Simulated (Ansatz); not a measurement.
Complex (SMILES): F (HF) with S (H2S), atoms 1 to 2 the first; geometry from B3LYP-D3(BJ)/def2-TZVP, monomers rigid:
```xyz
5

F      1.0514    -0.0999    -0.0372
H      0.2433     0.3752     0.0204
S     -1.5978     1.6545     0.0327
H     -1.5779     1.8425    -1.2976
H     -0.9121     2.7859     0.2673
```

Interaction energy at MP2 with Ansatz (a quantum-chemistry and plane-wave program), kcal/mol, without and with the counterpoise correction (monomers among the partner's ghost functions). Cartesian d functions, on some or all atoms, in 6-31G*; all else is spherical. Cores are frozen. No added dispersion term, no relativity. Reference, counterpoise-corrected: Hartree-Fock in aug-cc-pV(Q+d)Z plus the correlation part extrapolated as X^-3 from aug-cc-pV(T+d)Z and aug-cc-pV(Q+d)Z, -5.44.

```json
[
 {"basis": "6-31G*", "functions": "40", "uncorrected": "-4.29"},
 {"basis": "def2-TZVPPD", "functions": "142", "uncorrected": "-5.51"},
 {"basis": "aug-pcseg-2", "functions": "165", "uncorrected": "-5.82"},
 {"basis": "cc-pV(Q+d)Z", "functions": "209", "uncorrected": "-5.43"},
 {"basis": "def2-QZVP", "functions": "217", "uncorrected": "-5.43"},
 {"basis": "pcseg-3", "functions": "223", "uncorrected": "-5.60"},
 {"basis": "def2-QZVPPD", "functions": "244", "uncorrected": "-5.42"},
 {"basis": "pcseg-4", "functions": "389", "uncorrected": "-5.55"}
]
```

**Question.** How large is the counterpoise correction in each set?

**Answer.** 6-31G* 1.54, def2-TZVPPD 0.56, aug-pcseg-2 0.88, cc-pV(Q+d)Z 0.46, def2-QZVP 0.31, pcseg-3 0.39, def2-QZVPPD 0.23, pcseg-4 0.22 kcal/mol. The corrected value lies nearer the reference in 0 of 8 rows.
